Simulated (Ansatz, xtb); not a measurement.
# Two isomers of C6H9NO

Structure X is `CC(=O)N[C@H]1[C@@H]2C[C@@H]21`, a singlet and structure Y is `C/C(O)=N\[C@H]1[C@@H]2C[C@@H]21`, a singlet. Both are isolated molecules in the gas phase, relaxed with B3LYP-D3(BJ)/def2-SVP; the shapes shown needn't be the lowest conformers.

X (Å):

```xyz
17

C     2.6072   -1.4924   -1.8413
C     1.5605   -0.5580   -1.2537
C    -0.1147   -0.3460    0.5377
C    -1.2373   -1.1318    1.1484
C    -1.6419   -0.1572    2.2076
C    -0.1991   -0.5052    2.0276
N     0.9064   -1.0645   -0.1575
O     1.3194    0.5410   -1.7167
H     3.3647   -1.7612   -1.0874
H     2.1408   -2.4250   -2.1985
H     3.0952   -0.9875   -2.6830
H     1.1560   -1.9862    0.1817
H    -0.2961    0.6253    0.0613
H    -1.5185   -2.1736    0.9971
H    -2.0023    0.8425    1.9206
H    -2.1365   -0.5763    3.0901
H     0.5176   -0.9453    2.7201
```

Y (Å):

```xyz
17

C     0.5424   -0.2347   -3.0869
C     1.7002    0.2859   -2.2737
C     1.3670   -1.0249   -0.3565
C     2.2013   -1.8749    0.5637
C     1.1411   -2.2432    1.5529
C     1.3292   -0.8194    1.1341
N     2.0656   -0.0438   -1.1026
O     2.4044    1.2304   -2.9348
H     0.5316    0.2422   -4.0745
H     0.6171   -1.3251   -3.2151
H    -0.4115   -0.0255   -2.5786
H     3.1167    1.4975   -2.3285
H     0.4857   -1.4984   -0.8265
H     3.2831   -1.9900    0.5871
H     1.4807   -2.5069    2.5601
H     0.2501   -2.7995    1.2200
H     1.5774    0.0746    1.7027
```

Which of the two would you expect CCSD(T)/def2-SVP + ΔMP2/def2-TZVPP electronic energies to favour?

Structure X; the calculation gives E(Y) − E(X) = +39.4 kJ/mol.

The same difference at several levels:

```tsv
level	geometry	E(Y) − E(X) (kJ/mol)	departure from the last row (kJ/mol)	job, with rough time for the two
GFN2-xTB	GFN2-xTB	+35.1	−4.3	optimisation, 0.75 s
HF/STO-3G	GFN2-xTB	+24.2	−15.2	single point, 1.1 s
r2SCAN-D4/def2-SVP	GFN2-xTB	+52.0	+12.6	single point, 7.2 s
B3LYP-D3(BJ)/def2-SVP	B3LYP-D3(BJ)/def2-SVP	+50.9	+11.5	optimisation, 88 s
HF/def2-SVP	B3LYP-D3(BJ)/def2-SVP	+57.6	+18.2	part of the CCSD(T) run
MP2/def2-SVP	B3LYP-D3(BJ)/def2-SVP	+47.2	+7.8	part of the CCSD(T) run
CCSD(T)/def2-SVP	B3LYP-D3(BJ)/def2-SVP	+46.7	+7.3	single point
CCSD(T)/def2-SVP + ΔMP2/def2-TZVPP	B3LYP-D3(BJ)/def2-SVP	+39.4		single point, 3.2 min
```

As drawn, Y has 1 C–O, 1 C=N, 1 O–H in place of 1 C=O, 1 C–N, 1 N–H.

The levels shown agree on the order. The largest departure from CCSD(T)/def2-SVP + ΔMP2/def2-TZVPP is that of HF/def2-SVP, 18.2 kJ/mol. The last row adds to CCSD(T) the change of the MP2 difference between the two basis sets, here −7.3 kJ/mol.

With thermal terms from frequencies at re-optimised GFN2-xTB minima (ideal gas, soft modes damped towards free rotors, one conformer each, 298.15 K, 1 atm): on the last row, ΔE + ΔZPE = +38.3, ΔH = +37.8, ΔG = +39.7 kJ/mol.

The correlated steps freeze 8 core orbitals. Codes used: Ansatz 0.2.0, xtb 6.7.1; the last row on 2 threads of Intel(R) Xeon(R) Processor @ 2.70GHz on a shared host.
